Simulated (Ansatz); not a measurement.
# Strength of the C–C bond: C3H2F4 → C2HF2 + CHF2

Species: C3H2F4 `F/C=C(\F)C(F)F`, singlet; C2HF2 `F/[C]=C\F`, doublet; CHF2 (difluoromethyl radical) `F[CH]F`, doublet. 

Shapes, held fixed at every level: PBE0-D4/def2-TZVP. Flexible molecules stand in one conformer, not always the lowest. Programs: Ansatz 0.2.0. The zero-point and thermal change to 298 K, harmonic and unscaled (PBE0-D4/def2-TZVP), is -14.4 kJ/mol.

| level | kind | ΔH(298 K) (kJ/mol) |
| --- | --- | --- |
| HF/def2-SVP | Hartree–Fock | +331.0 |
| HF/def2-TZVPP | Hartree–Fock | +318.4 |
| B3LYP-D4/def2-TZVPP | global hybrid | +422.7 |
| BHLYP-D4/def2-TZVPP | global hybrid | +425.0 |
| PBE0-D4/def2-TZVPP | global hybrid | +431.4 |
| r2SCAN0-D4/def2-TZVPP | global hybrid | +414.3 |
| wB97X-V/def2-TZVPP | range-separated hybrid | +446.1 |
| B2PLYP/def2-TZVPP | double hybrid | +428.9 |

B2PLYP/def2-TZVPP gives ΔH(298 K) = +428.9 kJ/mol; the levels span +318.4 to +446.1. The median of the levels is +423.9. Hartree–Fock misses the correlation of the pair that is broken and comes out low. No measured value is set beside it here. Spin contamination: C2HF2 (⟨S²⟩ up to 0.94). Open shells run unrestricted.
